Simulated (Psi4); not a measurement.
Psi4 input (wB97X-D/6-31G*):

```
memory 1500 MB

molecule {
0 2
O     0.94913300    1.62492700    0.25311200
Si    0.52149900    0.18375700   -0.44665200
O     1.46518600   -1.05421900    0.13690900
Si   -1.69966500   -0.43046800    0.10391400
H     1.31655700    1.61430600    1.14384900
H     2.40436900   -1.06293200   -0.06977600
H    -2.60568500    0.64359300   -0.36716800
H    -1.89416900   -0.61496900    1.56645100
H    -2.04129400   -1.69171000   -0.59517900
symmetry c1
no_reorient
no_com
}

set {
  basis 6-31G*
  reference uks
  scf_type pk
  dft_radial_points 99
  dft_spherical_points 590
  e_convergence 1e-8
  d_convergence 1e-7
  maxiter 150
}

e = energy('wb97x-d')
print_out(f'\nFINAL {e:.10f} DIPOLE {variable("CURRENT DIPOLE")[0]:.6f} {variable("CURRENT DIPOLE")[1]:.6f} {variable("CURRENT DIPOLE")[2]:.6f}\n')
```

Output:

```
   => Loading Basis Set <=

    Name: 6-31G*
    Role: ORBITAL
    Keyword: BASIS
    atoms 1, 3 entry O          line   145 file 6-31gs.gbs
    atoms 2, 4 entry SI         line   268 file 6-31gs.gbs
    atoms 5-9  entry H          line    44 file 6-31gs.gbs

   => WB97X-D: Empirical Dispersion <=

    Chai and Head-Gordon Dispersion Correction
    Chai, J.-D.; Head-Gordon, M. (2010), J. Chem. Phys., 132: 6615-6620

        s6 =       1.000000

         ---------------------------------------------------------
                                   SCF
               by Justin Turney, Rob Parrish, Andy Simmonett
                          and Daniel G. A. Smith
                              UKS Reference
         ---------------------------------------------------------

  ==> Geometry <==

    Molecular point group: c1
    Full point group: C1

    Geometry (in Angstrom), charge = 0, multiplicity = 2:

       Center              X                  Y                   Z               Mass
    ------------   -----------------  -----------------  -----------------  -----------------
         O            0.949133000000     1.624927000000     0.253112000000    15.994914619570
         SI           0.521499000000     0.183757000000    -0.446652000000    27.976926534650
         O            1.465186000000    -1.054219000000     0.136909000000    15.994914619570
         SI          -1.699665000000    -0.430468000000     0.103914000000    27.976926534650
         H            1.316557000000     1.614306000000     1.143849000000     1.007825032230
         H            2.404369000000    -1.062932000000    -0.069776000000     1.007825032230
         H           -2.605685000000     0.643593000000    -0.367168000000     1.007825032230
         H           -1.894169000000    -0.614969000000     1.566451000000     1.007825032230
         H           -2.041294000000    -1.691710000000    -0.595179000000     1.007825032230

  Running in c1 symmetry.

  Rotational constants: A =      0.21628  B =      0.09483  C =      0.07227 [cm^-1]
  Rotational constants: A =   6483.83579  B =   2842.81389  C =   2166.55676 [MHz]
  Nuclear repulsion =  215.366626988804342

  Charge       = 0
  Multiplicity = 2
  Electrons    = 49
  Nalpha       = 25
  Nbeta        = 24

  ==> Algorithm <==

  SCF Algorithm Type is PK.
  DIIS enabled.
  MOM disabled.
  Fractional occupation disabled.
  Guess Type is SAD.
  Energy threshold   = 1.00e-08
  Density threshold  = 1.00e-07
  Integral threshold = 1.00e-12

  ==> Primary Basis <==

  Basis Set: 6-31G*
    Blend: 6-31G*
    Number of shells: 38
    Number of basis functions: 78
    Number of Cartesian functions: 78
    Spherical Harmonics?: false
    Max angular momentum: 2

  ==> DFT Potential <==

   => LibXC <=

    Version 7.1.2
    S. Lehtola, C. Steigemann, M. J. T. Oliveira, and M. A. L. Marques,  SoftwareX 7, 1–5 (2018) (10.1016/j.softx.2017.11.002)

   => Composite Functional: WB97X-D <=

    wB97X-D Hyb-GGA Exchange-Correlation Functional

    J.-D. Chai and M. Head-Gordon,  Phys. Chem. Chem. Phys. 10, 6615–6620 (2008) (10.1039/B810189B)

    Deriv               =              1
    GGA                 =           TRUE
    Meta                =          FALSE

    Exchange Hybrid     =           TRUE
    MP2 Hybrid          =          FALSE

   => Exchange-Correlation Functionals <=

    1.0000   wB97X-D range-separated functional

   => Exact (HF) Exchange <=

    0.7780            HF,LR [omega = 0.2000]
    0.2220               HF

   => LibXC Density Thresholds  <==

    XC_HYB_GGA_XC_WB97X_D:  1.00E-14

   => Molecular Quadrature <=

    Radial Scheme          =       TREUTLER
    Pruning Scheme         =           NONE
    Nuclear Scheme         =       TREUTLER

    Blocking Scheme        =         OCTREE
    BS radius alpha        =              1
    Pruning alpha          =              1
    Radial Points          =             99
    Spherical Points       =            590
    Total Points           =         499256
    Total Blocks           =           3516
    Max Points             =            256
    Max Functions          =             76
    Weights Tolerance      =       1.00E-15

  ==> Integral Setup <==

  Using in-core PK algorithm.
   Calculation information:
      Number of atoms:                   9
      Number of AO shells:              38
      Number of primitives:            104
      Number of atomic orbitals:        78
      Number of basis functions:        78

      Integral cutoff                 1.00e-12
      Number of threads:                 1

  Performing in-core PK
  Using 14243463 doubles for integral storage.
  We computed 240028 shell quartets total.
  Whereas there are 274911 unique shell quartets.

  Computing range-separated integrals for PK
  We computed 240028 wK shell quartets total.
  Whereas there are 274911 wK unique shell quartets.

  ==> DiskJK: Disk-Based J/K Matrices <==

    J tasked:                  Yes
    K tasked:                  Yes
    wK tasked:                 Yes
    Omega:               2.000E-01
    Schwarz Cutoff:          1E-12


  Cached 50.0% of DFT collocation blocks in 0.424 [GiB].

  Minimum eigenvalue in the overlap matrix is 6.1070946340E-03.
  Reciprocal condition number of the overlap matrix is 1.0343044798E-03.
    Using symmetric orthogonalization.

  ==> Pre-Iterations <==

  SCF Guess: Superposition of Atomic Densities via on-the-fly atomic UHF (no occupation information).

   -------------------------
    Irrep   Nso     Nmo
   -------------------------
     A         78      78
   -------------------------
    Total      78      78
   -------------------------

  ==> Iterations <==

                        Total Energy        Delta E     RMS |[F,P]|

   @UKS iter SAD:  -731.46070262064245   -7.31461e+02   0.00000e+00
   @UKS iter   1:  -732.13258392353009   -6.71881e-01   9.92231e-03 ADIIS/DIIS
   @UKS iter   2:  -732.09434104166064    3.82429e-02   1.11596e-02 ADIIS/DIIS
   @UKS iter   3:  -732.36388280755295   -2.69542e-01   5.58275e-04 ADIIS/DIIS
   @UKS iter   4:  -732.36510624683490   -1.22344e-03   1.45320e-04 ADIIS/DIIS
   @UKS iter   5:  -732.36525502646441   -1.48780e-04   4.69751e-05 DIIS
   @UKS iter   6:  -732.36526623175212   -1.12053e-05   3.15217e-05 DIIS
   @UKS iter   7:  -732.36527020549386   -3.97374e-06   7.00811e-06 DIIS
   @UKS iter   8:  -732.36527074260505   -5.37111e-07   2.10921e-06 DIIS
   @UKS iter   9:  -732.36527082046155   -7.78565e-08   7.41423e-07 DIIS
   @UKS iter  10:  -732.36527083134911   -1.08876e-08   1.96427e-07 DIIS
   @UKS iter  11:  -732.36527083197552   -6.26414e-10   6.29329e-08 DIIS
  Energy and wave function converged.

  ==> Post-Iterations <==

   Electrons on quadrature grid:
      Nalpha   =   25.0000005653 ; deviation = 5.653e-07
      Nbeta    =   24.0000004051 ; deviation = 4.051e-07
      Ntotal   =   49.0000009704 ; deviation = 9.704e-07

   @Spin Contamination Metric:   2.884904745E-03
   @S^2 Expected:                7.500000000E-01
   @S^2 Observed:                7.528849047E-01
   @S   Expected:                5.000000000E-01
   @S   Observed:                5.000000000E-01

    Orbital Energies [Eh]
    ---------------------

    Alpha Occupied:

       1A    -66.316835     2A    -66.265664     3A    -19.282870
       4A    -19.277779     5A     -5.425189     6A     -5.386927
       7A     -3.772014     8A     -3.770169     9A     -3.767874
      10A     -3.731425    11A     -3.730610    12A     -3.730579
      13A     -1.117804    14A     -1.096835    15A     -0.676602
      16A     -0.623127    17A     -0.613915    18A     -0.492719
      19A     -0.469599    20A     -0.451832    21A     -0.431916
      22A     -0.429246    23A     -0.408674    24A     -0.388871
      25A     -0.261075

    Alpha Virtual:

      26A      0.084110    27A      0.087958    28A      0.120400
      29A      0.166645    30A      0.166969    31A      0.188885
      32A      0.213666    33A      0.244864    34A      0.282265
      35A      0.316905    36A      0.322500    37A      0.338878
      38A      0.349214    39A      0.425552    40A      0.434939
      41A      0.485348    42A      0.581210    43A      0.620651
      44A      0.664527    45A      0.749554    46A      0.752448
      47A      0.761619    48A      0.772908    49A      0.817537
      50A      0.910426    51A      0.943113    52A      0.985670
      53A      1.024255    54A      1.055590    55A      1.069304
      56A      1.114259    57A      1.164014    58A      1.208413
      59A      1.230696    60A      1.251947    61A      1.284605
      62A      1.307754    63A      1.346423    64A      1.495717
      65A      1.823673    66A      1.832103    67A      1.873483
      68A      1.920473    69A      2.010599    70A      2.133396
      71A      2.487321    72A      2.507058    73A      2.623998
      74A      2.731299    75A      2.963093    76A      3.067323
      77A      3.747607    78A      3.791274

    Beta Occupied:

       1A    -66.314109     2A    -66.264897     3A    -19.280717
       4A    -19.276123     5A     -5.422164     6A     -5.386089
       7A     -3.768578     8A     -3.766210     9A     -3.764141
      10A     -3.730163    11A     -3.730031    12A     -3.729381
      13A     -1.112650    14A     -1.092216    15A     -0.666349
      16A     -0.616595    17A     -0.609894    18A     -0.485585
      19A     -0.456783    20A     -0.439088    21A     -0.429262
      22A     -0.426008    23A     -0.404993    24A     -0.371418

    Beta Virtual:

      25A     -0.020607    26A      0.092091    27A      0.093990
      28A      0.127180    29A      0.171763    30A      0.173296
      31A      0.193801    32A      0.216596    33A      0.250854
      34A      0.289931    35A      0.318825    36A      0.324604
      37A      0.345713    38A      0.354936    39A      0.432589
      40A      0.444081    41A      0.488199    42A      0.599663
      43A      0.637555    44A      0.688668    45A      0.759223
      46A      0.763944    47A      0.764674    48A      0.780311
      49A      0.842475    50A      0.914586    51A      0.949942
      52A      0.994348    53A      1.028843    54A      1.060184
      55A      1.077211    56A      1.117529    57A      1.167879
      58A      1.214212    59A      1.232555    60A      1.254738
      61A      1.288043    62A      1.309954    63A      1.348252
      64A      1.497839    65A      1.826470    66A      1.834949
      67A      1.876663    68A      1.925913    69A      2.015956
      70A      2.138484    71A      2.489734    72A      2.510252
      73A      2.627720    74A      2.735409    75A      2.969380
      76A      3.082150    77A      3.749964    78A      3.794552

    Final Occupation by Irrep:
              A
    DOCC [    24 ]
    SOCC [     1 ]
    NA   [    25 ]
    NB   [    24 ]

  @UKS Final Energy:  -732.36527083197552

   => Energetics <=

    Nuclear Repulsion Energy =            215.3666269888043416
    One-Electron Energy =               -1442.1200336048841564
    Two-Electron Energy =                 538.0112888214929399
    DFT Exchange-Correlation Energy =     -43.6205020600307876
    Empirical Dispersion Energy =          -0.0026509773579385
    VV10 Nonlocal Energy =                  0.0000000000000000
    Total Energy =                       -732.3652708319755220

  UHF NO Occupations:
  HONO-2 :   23  A 1.9998655
  HONO-1 :   24  A 1.9988636
  HONO-0 :   25  A 1.0000000
  LUNO+0 :   26  A 0.0011364
  LUNO+1 :   27  A 0.0001345
  LUNO+2 :   28  A 0.0000641
  LUNO+3 :   29  A 0.0000289

Computation Completed

Properties will be evaluated at   0.000000,   0.000000,   0.000000 [a0]

Properties computed using the SCF density matrix

 Multipole Moments:

 ------------------------------------------------------------------------------------
     Multipole            Electronic (a.u.)      Nuclear  (a.u.)        Total (a.u.)
 ------------------------------------------------------------------------------------

 L = 1.  Multiply by 2.5417464519 to convert [e a0] to [Debye]
 Dipole X            :          0.7285472            0.0000113            0.7285585
 Dipole Y            :         -0.0712646           -0.0000038           -0.0712684
 Dipole Z            :          0.3135050            0.0000246            0.3135295
 Magnitude           :                                                    0.7963526

 ------------------------------------------------------------------------------------

FINAL -732.3652708320 DIPOLE 0.728559 -0.071268 0.313530

*** Psi4 exiting successfully. Buy a developer a beer!
```

The geometry given is a B3LYP-D3(BJ)/def2-TZVP minimum.
